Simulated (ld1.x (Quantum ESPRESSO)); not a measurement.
**tungsten (W) TM: all-electron and pseudo phase curves**

ld1.x (Quantum ESPRESSO) 7.5 input, shortened:

```
&input
   title='W', zed=74., rel=2, dft='PBE', iswitch=3,
   config='[Xe] 4f14 5d4 6s1 6p0', rel_dist='average'
 /
 &inputp
   pseudotype=2, tm=.true., lloc=2,
   nlcc=.true., rcore=1.10
 /
3
6S  1  0   1.00   0.00  2.70  2.70  0.0
6P  2  1   0.00   0.00  2.40  2.40  0.0
5D  3  2   4.00   0.00  2.05  2.05  0.0
 &test
   configts(1)='5d4 6s1 6p0'
 /
```

Open shells are filled in proportion to 2j + 1 (rel_dist='average').

The phase is arctan(r·u′/u) with u = r·R(r), unwrapped; energies in Ry, scanned from -3 to 5 Ry. A pole is an energy at which the radial function vanishes at the test radius. The pseudo phase is shifted by a multiple of π to meet the all-electron one at the reference energy, and phase errors are pseudo minus all-electron; the curves can meet again beyond the range given. Levels narrower than the energy grid can be missing from the lists of poles. Where the grid stepped over a known ghost or core level, its pole and its step of π were put in at the level’s energy.

Problem. For each channel, where are the poles, and over which energies does the pseudopotential scatter like the atom?

Solution.

| channel | radius (bohr) | reference energy (Ry) | poles, all-electron | poles, pseudo | unbroken range about the reference energy with phases within 0.05 rad | phase error 1 Ry above the reference energy (rad) |
| --- | --- | --- | --- | --- | --- | --- |
| s | 2.94 | -0.90 | 0.68 | 0.62 | below 1.9 | -0.005 |
| p1/2 | 2.94 | -0.54 | 1.73 | -0.56, 2.06 | -0.6 to -0.3 | +0.051 |
| p3/2 | 2.94 | -0.48 | 2.20 | -0.88, 2.76 | -0.7 to -0.2 | +0.080 |
| d3/2 | 2.94 | -0.90 | -0.56, 4.40 | -0.50, 4.40 | not even at the reference energy | +0.018 |
| d5/2 | 2.94 | -0.84 | -0.47, 4.54 | -0.50, 4.40 | not even at the reference energy | -0.013 |

Note: ghost states, extra bound levels that the all-electron valence spectrum of the same l lacks: s at -54.5 eV, p3/2 at -12.2 eV, p1/2 at -7.5 eV. A true bound ghost makes a file unfit for plane-wave use. The potential misses its own reference levels by up to 0.5 eV.

Phases in the d5/2 channel:

```json
{"E (Ry)": "-3.00", "all-electron": "1.345", "pseudo": "1.345"}
{"E (Ry)": "-2.76", "all-electron": "1.331", "pseudo": "1.331"}
{"E (Ry)": "-2.52", "all-electron": "1.314", "pseudo": "1.313"}
{"E (Ry)": "-2.28", "all-electron": "1.291", "pseudo": "1.291"}
{"E (Ry)": "-2.04", "all-electron": "1.261", "pseudo": "1.260"}
{"E (Ry)": "-1.80", "all-electron": "1.216", "pseudo": "1.214"}
{"E (Ry)": "-1.56", "all-electron": "1.140", "pseudo": "1.136"}
{"E (Ry)": "-1.32", "all-electron": "0.976", "pseudo": "0.960"}
{"E (Ry)": "-1.08", "all-electron": "0.387", "pseudo": "0.284"}
{"E (Ry)": "-0.84", "all-electron": "-1.047", "pseudo": "-1.131"}
{"E (Ry)": "-0.60", "all-electron": "-1.477", "pseudo": "-1.505"}
{"E (Ry)": "-0.36", "all-electron": "-1.621", "pseudo": "-1.638"}
{"E (Ry)": "-0.12", "all-electron": "-1.704", "pseudo": "-1.717"}
{"E (Ry)": "0.12", "all-electron": "-1.768", "pseudo": "-1.780"}
{"E (Ry)": "0.36", "all-electron": "-1.829", "pseudo": "-1.844"}
{"E (Ry)": "0.60", "all-electron": "-1.901", "pseudo": "-1.919"}
{"E (Ry)": "0.84", "all-electron": "-1.996", "pseudo": "-2.022"}
{"E (Ry)": "1.08", "all-electron": "-2.140", "pseudo": "-2.183"}
{"E (Ry)": "1.32", "all-electron": "-2.392", "pseudo": "-2.472"}
{"E (Ry)": "1.56", "all-electron": "-2.864", "pseudo": "-3.008"}
{"E (Ry)": "1.80", "all-electron": "-3.524", "pseudo": "-3.660"}
{"E (Ry)": "2.04", "all-electron": "-3.999", "pseudo": "-4.075"}
{"E (Ry)": "2.28", "all-electron": "-4.249", "pseudo": "-4.293"}
{"E (Ry)": "2.52", "all-electron": "-4.389", "pseudo": "-4.418"}
{"E (Ry)": "2.76", "all-electron": "-4.477", "pseudo": "-4.497"}
{"E (Ry)": "3.00", "all-electron": "-4.537", "pseudo": "-4.553"}
{"E (Ry)": "3.24", "all-electron": "-4.581", "pseudo": "-4.594"}
{"E (Ry)": "3.48", "all-electron": "-4.616", "pseudo": "-4.627"}
{"E (Ry)": "3.72", "all-electron": "-4.643", "pseudo": "-4.654"}
{"E (Ry)": "3.96", "all-electron": "-4.667", "pseudo": "-4.677"}
{"E (Ry)": "4.20", "all-electron": "-4.687", "pseudo": "-4.697"}
{"E (Ry)": "4.44", "all-electron": "-4.705", "pseudo": "-4.715"}
{"E (Ry)": "4.68", "all-electron": "-4.723", "pseudo": "-4.733"}
{"E (Ry)": "4.92", "all-electron": "-4.739", "pseudo": "-4.750"}
```
